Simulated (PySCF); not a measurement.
Species: C₃H₁₃NSi₃.
Cartesian coordinates in Å at the PBE0-D3(BJ)/def2-SVP level; atoms count from 1:
```
atom  x, y, z in Å
Si1    1.3030    1.3848   -1.1788
N2     1.0562    0.1355    0.0182
Si3    2.3430   -0.7824    0.7627
C4    -0.2970   -0.2281    0.4359
C5    -1.3390    0.9116    0.5711
Si6   -2.6600   -0.3982    0.1882
C7    -1.0815   -1.2071   -0.4818
H8     1.0502    2.7656   -0.6589
H9     0.3995    1.1884   -2.3574
H10    2.7226    1.2969   -1.6271
H11    2.1471   -2.2525    0.5504
H12    2.3731   -0.5575    2.2437
H13    3.6446   -0.3622    0.1695
H14   -0.2274   -0.7055    1.4331
H15   -1.2990    1.5055    1.4938
H16   -1.2812    1.6002   -0.2905
H17   -3.7636   -0.0501   -0.7556
H18   -3.2335   -1.0628    1.3970
H19   -0.8457   -2.2737   -0.3682
H20   -0.9407   -0.9220   -1.5383
```

All values: PBE0/pcSseg-1 and PBE0/def2-SVPD (PySCF, non-relativistic), on one gas-phase PBE0-D3(BJ)/def2-SVP geometry that isn't relaxed in the solvent. The solvent is an IEF-PCM continuum (cavity from Bondi-type radii × 1.2). Only the electrostatic response of the medium enters.

Gas phase at PBE0/pcSseg-1: HOMO -6.90 eV, LUMO 0.33 eV, dipole 0.65 D.

Task: What does the continuum do to the energy, the frontier levels and the dipole at PBE0/pcSseg-1 in acetone and water?

Result: 
```csv
solvent,ε,E(solvent) − E(gas) (kJ/mol),polarisation term (kJ/mol),distortion of the solute (kJ/mol),HOMO (eV),LUMO (eV),dipole (D)
acetone,20.49,-4.33,-4.61,0.28,-6.79,0.44,0.80
water,78.36,-4.63,-4.96,0.33,-6.79,0.45,0.81
```

The polarisation term is half the interaction of the solute with the surface charges that it induces; the rest is the cost of distorting the solute's density. The sum is the electrostatic part of solvation alone. From acetone to water the lowering changes by a factor 1.07, Onsager's factor (ε − 1)/(2ε + 1) by 1.06 and ε itself by 3.8.

Task: Give the dipole vector in the frame of the coordinates (D, pointing from negative to positive charge), gas and water.

Result: Gas (-0.64, -0.13, 0.07), solvent (-0.79, -0.17, 0.08). Its length changes by +24 % and its direction by less than 1°.

Task: Which Hirshfeld charges (PBE0/pcSseg-1) respond most in acetone (means over atoms taken as equivalent)?

Result: 
```
  atoms                      environment  gas (e)  solvent (e)  change
    H14                 methine hydrogen   +0.039       +0.044  +0.005
    Si6                     SiH2 silicon   +0.339       +0.341  +0.002
    H18                    Si–H hydrogen   -0.078       -0.080  -0.002
H16/H20               methylene hydrogen   +0.037       +0.039  +0.002
H8 (×6)                    Si–H hydrogen   -0.081       -0.082  -0.001
    H17                    Si–H hydrogen   -0.075       -0.076  -0.001
H15/H19               methylene hydrogen   +0.039       +0.040  +0.001
     N2  nitrogen bridging silicon atoms   -0.258       -0.259  -0.001
     C4     sp3 carbon bound to nitrogen   +0.024       +0.024   0.000
Si1/Si3                     SiH3 silicon   +0.335       +0.336  +0.001
  C5/C7      sp3 carbon bound to silicon   -0.166       -0.166   0.000
```

Gas phase at PBE0/def2-SVPD: HOMO -6.89 eV, LUMO 0.17 eV, dipole 0.63 D.

Task: What does the continuum do to the energy, the frontier levels and the dipole at PBE0/def2-SVPD in acetone?

Result: 
| solvent | ε | E(solvent) − E(gas) (kJ/mol) | polarisation term (kJ/mol) | distortion of the solute (kJ/mol) | HOMO (eV) | LUMO (eV) | dipole (D) |
| --- | --- | --- | --- | --- | --- | --- | --- |
| acetone | 20.49 | -4.38 | -4.77 | 0.39 | -6.79 | 0.28 | 0.79 |

Task: How does the static polarisability (PBE0/def2-SVPD, frozen core, with the continuum's full static response) change?

Result: 
| medium | isotropic (au) | principal values (au) | ⟨r²⟩ of the electrons (bohr²) |
| --- | --- | --- | --- |
| gas | 123.4 | 104.9, 118.9, 146.5 | 1671.0 |
| acetone | 168.4 | 150.7, 163.4, 191.1 | 1671.6 |

The isotropic value in acetone is 1.36 times the gas-phase one; no cavity-field correction is applied. ⟨r²⟩ is taken about the centre of nuclear charge.

On one thread, Arm Neoverse N1 (aarch64), no GPU, shared host with 64 logical CPUs at a one-minute load of 47, this took 60 s wall and 1.1 GiB of memory at its peak. This is the whole shielding run at PBE0/pcSseg-1 in water, SCF included.
